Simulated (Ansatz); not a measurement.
Basis-set extrapolation for H₄MgO₂Si (`[OH][Mg][O][SiH3]`) (PBE0-D4/def2-TZVP geometry, frozen core, Ansatz). Multiplicity 1, RHF reference. For Mg the program correlates outer-core shells too, which these sets cover unevenly, so the extrapolated numbers aren't a true limit.

```csv
,def2-TZVPP,def2-QZVPP
HF,-640.817589,-640.845019
MP2 correlation,-0.809194,-0.900580
CCSD(T) correlation,-0.858103,not run
```

Energies in hartree. Use E(X) = E(∞) + A·exp(−7.88·√X) for Hartree–Fock and E(X) = E(∞) + B·X^(−2.97) for correlation, with X = 3 and 4, and add CCSD(T) minus MP2 of the smaller set to the MP2 limit.

**Question.** What is the CCSD(T) energy at the basis-set limit?

**Answer.** HF limit: -640.845019 + (-0.027430) × 0.13774 = -640.84880. MP2 limit: -0.900580 + (-0.091386) × 0.74074 = -0.96827. Higher-order term: -0.858103 − (-0.809194) = -0.04891. Total: -641.86598 hartree, 499.6 kJ/mol below CCSD(T)/def2-TZVPP.
